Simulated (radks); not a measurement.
Results of a calculation; reference values are marked as such.
Q: Ionisation of neutral caesium, [Xe] 6s1, to Cs+, [Xe], under several functionals. Dirac Kohn-Sham, spin-unpolarised, spherical densities, point nucleus; a radial shooting solver on a logarithmic mesh with Libxc functionals. The NIST Atomic Spectra Database gives 3.894 eV (measured). Rank these functionals by the error of their Delta-SCF ionisation energy: LDA (Slater exchange, Perdew-Wang correlation); revPBE; Wu-Cohen GGA; OLYP; LDA (Slater exchange, VWN5 correlation).

A: From best to worst: revPBE 3.798 eV (-0.096); LDA (Slater exchange, VWN5 correlation) 3.995 eV (+0.101); LDA (Slater exchange, Perdew-Wang correlation) 3.996 eV (+0.102); OLYP 3.784 eV (-0.110); Wu-Cohen GGA 3.735 eV (-0.159). Spin polarisation and multiplet splitting are left out, so open shells lie too high by an amount that depends on their filling.

Beside tabulated values, note that spin-unpolarised runs miss the spin-polarisation part of the exchange energy of open shells.
